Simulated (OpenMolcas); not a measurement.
**Re6+ in a point-charge field**

Re6+ among 6 point charges of -1.36 e arranged as an octahedron (Oh), 1.85 Å from the ion.

```json
{
  "Program": "OpenMolcas",
  "Method": "SS-CASPT2, IPEA 0.25 Eh, imaginary shift 0.1 Eh (closed shells correlated: 5s 5p)",
  "Basis": "ANO-RCC-VDZP [7s6p4d2f1g]",
  "Scalar Hamiltonian": "DKH2, point nucleus",
  "Active space": "1 electron in 5 orbitals (5d)",
  "State averaging": "2S+1 = 2 even, 5 roots",
  "Spin-orbit coupling": "RASSI with atomic mean-field integrals over the reference wave functions"
}
```

The lowest spin-free states (labels of O, the rotations of Oh), above the lowest:

```
State  Degeneracy  E (cm-1)  Free-ion L (%)
  2T2           3         0         D (100)
   2E           2      9650         D (100)
```

The lowest levels with spin-orbit coupling:

```
E (cm-1)  Degeneracy  Label  2S+1               g
       0           4     Γ8     2                
    9660           2     Γ7     2  2.00 2.00 2.00
   17040           4     Γ8     2
```

Powder χT (cm3 K/mol): 0.194 at 2 K, 0.195 at 10 K, 0.196 at 50 K, 0.198 at 100 K, 0.201 at 200 K, 0.204 at 300 K. The effective moment at 300 K is 2.828 √(χT) = 1.28 μB.

The lowest level has 2S+1 = 2, for which the spin-only value is χT = S(S+1) / 2 = 0.375 cm3 K/mol (g = 2). The computed 0.204 at 300 K differs by -0.171, through orbital momentum, spin-orbit coupling and any other state in reach. With a threefold ground state the orbital momentum is unquenched, so the spin-only value is not expected to hold.

The gap between the two states is 10Dq = 9654 cm-1.

Roots that are degenerate in the reference are averaged as groups; the widest CASPT2 spread within a group is 40 cm-1 (the 3-fold group of multiplicity 2 near 0 cm-1 above the lowest state of its run). Shifts and gaps below about the spread of the groups concerned are not significant. An orbital triplet at a regular site is open to Jahn-Teller coupling, which can distort the site and quench the lowest spin-orbit gaps and is left out. This field is weak: 10Dq is about 9654 cm-1, while octahedral complexes of 5d ions of charge 3 and more, computed by the same method with explicit ligands, had a median near 35000 cm-1. Ground spin and moment need not be those of a real site. Free-ion shares, where given, are those of the reference states; single-state CASPT2 does not remix them. Point charges carry no covalency, so the field is a model and not that of real ligands. No measured value stands beside these numbers.
